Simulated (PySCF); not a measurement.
Species: C6H14N (doublet state).
Numbering: `[CH2:1][CH2:2][CH2:3][NH:4][CH:5]([CH3:6])[CH3:7]` (hydrogens: H8, H9 on C1; H10, H11 on C2; H12, H13 on C3; H14 on N4; H15 on C5; H16, H17, H18 on C6; H19, H20, H21 on C7)

Structure used (GFN2-xTB), in Å, numbered top down from 1:
```
atom  x, y, z in Å
C1     3.5265    0.2370   -0.3785
C2     2.2311   -0.3067   -0.8101
C3     1.0506    0.2450    0.0020
N4    -0.1636   -0.4516   -0.3699
C5    -1.3385   -0.1800    0.4402
C6    -2.4075   -1.2140    0.0889
C7    -1.9009    1.2390    0.2763
H8     4.3224    0.3885   -1.0798
H9     3.7166    0.4161    0.6614
H10    2.0735   -0.1124   -1.8749
H11    2.2069   -1.4015   -0.6875
H12    0.9984    1.3373   -0.1459
H13    1.2273    0.0595    1.0658
H14   -0.3780   -0.2771   -1.3478
H15   -1.0388   -0.3220    1.4861
H16   -2.7466   -1.0718   -0.9352
H17   -3.2611   -1.1188    0.7548
H18   -1.9970   -2.2155    0.1801
H19   -2.1715    1.4172   -0.7636
H20   -2.7893    1.3636    0.8902
H21   -1.1695    1.9852    0.5781
```

The hyperfine couplings belong to this conformer and change with its torsions.

Method: UKS B3LYP, pcH-1 on C H N, non-relativistic, mean-field spin-orbit, GIAO in PySCF 2.14.0. One conformer (not necessarily the lowest) at the GFN2-xTB geometry, without solvent, vibrations or thermal averaging. GFN2-xTB frequencies show an imaginary mode (44i cm⁻¹), so this geometry is no minimum at that level. The geometry wasn't refined by DFT: couplings that depend on bond lengths, twists or pyramidal angles can differ widely from those at the functional's own minimum. The SCF solution wasn't tested for stability.

Question: What is the g tensor, term by term?

Answer: 
```csv
Δg (ppm),1,2,3
relativistic mass correction,-135,-135,-135
gauge correction,7,36,15
orbital Zeeman/spin–orbit,-8,553,730
total,-136,453,609
```

So g = 2.00218, 2.00277, 2.00293 and g_iso = 2.00263; the tensor is rhombic: the two nearest values differ by 21 % of g3 − g1. Axes: g2 points within 10° of the C1–C2 bond.

Question: Average each term over the three axes. Which is largest in size?

Answer: The orbital-Zeeman/spin–orbit term 425, the mass correction -135 and the gauge correction 19 ppm, for a total of 309 ppm. The orbital-Zeeman/spin–orbit term is the largest in size. The mass correction is the same along every axis, so the anisotropy comes from the other two: their spans along these axes are 28 (gauge) and 738 ppm (orbital Zeeman/spin–orbit).

Question: At 93.778 GHz, how far is the centre of the isotropic spectrum from where a free electron (g = 2.002319) resonates?

Answer: B = hν/(g μB) with μB/h = 13.99624 MHz/mT gives 3346.23 mT for the free electron and 3345.72 mT at g_iso, 0.52 mT lower.

Question: In a frozen sample, at which fields do the three g values resonate at 9.5, 34, 94 and 263 GHz (hyperfine left aside), and which band first spreads them over more than twice a line width of 0.3 mT?

Answer: 
| band | GHz | B(g3) mT | B(g2) mT | B(g1) mT | spread mT |
| --- | --- | --- | --- | --- | --- |
| X | 9.5 | 338.88 | 338.91 | 339.01 | 0.13 |
| Q | 34.0 | 1212.84 | 1212.93 | 1213.29 | 0.45 |
| W | 94.0 | 3353.13 | 3353.39 | 3354.38 | 1.25 |
| J | 263.0 | 9381.64 | 9382.37 | 9385.13 | 3.49 |

The spread grows in proportion to the frequency. W band is the first where it exceeds 0.6 mT.

The largest Mulliken spin populations are on C1 (+1.08), C2 (-0.09) and H11 (+0.06). C1 is the only atom above +0.15. The positive populations add up to 1.18 and the negative ones to -0.18, together 2S = 1. The angles at C1 add up to 359.8°, so it is planar; its axial dipolar tensor and the negative couplings of its protons fit spin in a p orbital normal to that plane.

The HOMO–LUMO gaps are 6.73 eV among the α and 4.53 eV among the β orbitals.

On one thread of an Arm Neoverse V2, on a shared host, this took 1.7 min of wall time (grids of density and orbitals included) and 1.1 GiB of memory at its peak.
